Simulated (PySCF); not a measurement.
**Working out the excitation energy of N²⁺**

N²⁺ [He] 2s2 2p1 (2P) → N²⁺ [He] 2s1 2p2 (4P). All numbers are calculated (PySCF 2.14, the non-relativistic Hamiltonian (point nucleus), in aug-cc-pVDZ). Frozen: 1s2. Energies in hartree (1 hartree = 27.21139 eV):

```csv
part,N²⁺ (lower),N²⁺ (upper)
UHF,-52.807269,-52.616490
CCSD correlation,-0.074671,-0.009354
(T),-0.000563,-0.000013
```

**Question.** What does Hartree-Fock give?

**Answer.** (-52.616490) − (-52.807269) = 0.190779 hartree = 5.191 eV.

**Question.** What do CCSD and CCSD(T) give?

**Answer.** The CCSD correlation energies differ by 0.065317 hartree = 1.777 eV and the triples by 0.000550 hartree = 0.015 eV, so CCSD gives 6.968 eV and CCSD(T) 6.983 eV.

A double-zeta basis recovers only part of the correlation energy.
